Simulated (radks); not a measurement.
Task: All-electron atom: Ru XII in [Ar] 3d10 4s2 4p3 (the NIST ground configuration). Method: Dirac Kohn-Sham, PBE, spin-unpolarised, spherical densities, finite nucleus; open shells are shared between the two j in proportion to 2j + 1; Fermi nuclear charge, rms radius 4.4809 fm; computed with a radial shooting solver on a logarithmic mesh with Libxc functionals. Some entries of the table are withheld. Estimate them.

orbital  occ.  eigenvalue (hartree)  r(max) (bohr)  <1/r> (bohr^-1)
1s1/2       2             -814.0414        0.02171            45.88
2s1/2       2             -124.0538         0.1230            10.50
2p1/2       2             -115.2720        0.09546            10.48
2p3/2       4             -110.4567        0.09945            9.924
3s1/2       2             -28.36300         0.3609              (1)
3p1/2       2             -24.95502            (2)              (3)
3p3/2       4             -24.12813            (4)              (5)
3d3/2       4             -18.11124         0.2978            3.244
3d5/2       6             -17.94859         0.3005            3.210
4s1/2       2              -9.89526            (6)            1.499
4p1/2       1              -8.75689         0.9035            1.419
4p3/2       2              -8.58335         0.9220            1.384

Result: 
(1) 3s1/2 <1/r> (bohr^-1): 3.643
(2) 3p1/2 r(max) (bohr): 0.3475
(3) 3p1/2 <1/r> (bohr^-1): 3.547
(4) 3p3/2 r(max) (bohr): 0.3570
(5) 3p3/2 <1/r> (bohr^-1): 3.415
(6) 4s1/2 r(max) (bohr): 0.8732
